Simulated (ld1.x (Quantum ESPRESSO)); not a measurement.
## cobalt (Co), RRKJ: configuration errors across variants

Co, norm-conserving RRKJ (Kleinman–Bylander form), made with ld1.x (Quantum ESPRESSO) 7.5 (LDA (PZ), non-relativistic). Core [Ne] 3s2, reference 3p6 3d7 4s2 4p0. Waves: 4s (bound): rc 2.15 bohr; 3p (bound): rc 0.75 bohr; 3d (bound): rc 1.60 bohr. Local part: the d channel. Core correction: none. rho0 = 0.02.

All-electron excitation energies from the reference (eV): (1) 3p6 3d7 4s1 4p0 9.143; (2) 3p6 3d7 4s0 4p0 25.976; (3) 3p6 3d6 4s0 4p0 62.395; (4) 3p6 3d5 4s0 4p0 118.368; (5) 3p6 3d7 4s0 4p2 8.829; (6) 3p6 3d7 4s1.5 4p0 3.656; (7) 3p6 3d7.5 4s1.5 4p0 -1.169; (8) 3p6 3d7 4s2 4p0 spin -1.997; (9) 3p6 3d7 4s1 4p0 spin 6.564.

Spin tests fill each open shell by Hund’s rule, majority spin first.

A true bound ghost makes a file unfit for plane-wave use even where its test errors are small: the radial tests pick states by their node count and pass the ghost by.

Errors AE − PS in meV (a dash: test not solved or not reliable):

```tsv
change	(1)	(2)	(3)	(4)	(5)	(6)	(7)	(8)	(9)	bound ghosts
base	-0.6	-9.8	+0.5	+68	-559	0.0	-17	+360	+355	s
wave 3p (bound): rc 0.75 bohr becomes 3p (bound): rc 0.50 bohr	-0.6	-9.9	+0.7	+72	-549	-0.1	-16	+373	+368	s
wave 3p (bound): rc 0.75 bohr becomes 3p (bound): rc 0.66 bohr	-0.6	-9.8	+0.6	+70	-556	0.0	-16	+362	+357	s
wave 3p (bound): rc 0.75 bohr becomes 3p (bound): rc 0.72 bohr	-0.5	-9.8	+0.5	+68	-559	0.0	-17	+360	+355	s
wave 3p (bound): rc 0.75 bohr becomes 3p (bound): rc 0.78 bohr	-0.5	-9.8	+0.4	+68	-560	0.0	-17	+360	+355	s
wave 3p (bound): rc 0.75 bohr becomes 3p (bound): rc 0.86 bohr	-0.6	-9.9	+0.4	+68	-559	0.0	-17	+360	+356	s
wave 3p (bound): rc 0.75 bohr becomes 3p (bound): rc 0.96 bohr	-0.6	-9.9	+0.5	+69	-556	-0.1	-17	+363	+358	s
wave 3p (bound): rc 0.75 bohr becomes 3p (bound): rc 1.06 bohr	-0.6	-9.8	+0.7	+71	-552	0.0	-16	+366	+361	s
wave 3p (bound): rc 0.75 bohr becomes 3p (bound): rc 1.10 bohr	-0.6	-9.8	+0.7	+72	-551	-0.1	-16	+367	+362	s
```

**Question.** Give the same row for: wave 3p (bound): rc 0.75 bohr becomes 3p (bound): rc 0.56 bohr.

**Answer.** -0.6, -9.9, +0.7, +72, -550, 0.0, -16, +368, +363; bound ghosts: s.
